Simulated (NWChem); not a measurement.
## Basis-set convergence for PbS

```xyz
2

Pb     0.0000     0.0000     0.3768
S      0.0000     0.0000    -1.9313
```
Charge 0, spin multiplicity 1.

The numbers come from NWChem runs, not from measurements. Structure: optimised with PBE0/def2-SVP with def2 effective core potentials on Pb, a minimum by its harmonic frequencies.

Quantity: LUMO energy at the level PBE.

Effective core potentials replace the inner electrons of Pb; spin-orbit coupling is left out. The structure started from a generated list of species.

**Question.** In def2-QZVP the value is -3.14 eV. Among def2-SVP, def2-SVPD, def2-TZVP, def2-TZVPP, def2-TZVPD, which is the smallest basis within 0.1 eV of it?

**Answer.** def2-SVPD, with 59 functions against 152 (also within reach: def2-TZVP, def2-TZVPP, def2-TZVPD). def2-QZVP isn't the basis-set limit itself, and a small set can land close by cancellation.

```csv
basis,functions,LUMO energy (eV)
def2-SVP,44,-2.96
def2-SVPD,59,-3.16
def2-TZVP,87,-3.09
def2-TZVPP,92,-3.09
def2-TZVPD,102,-3.15
def2-QZVP,152,-3.14
```
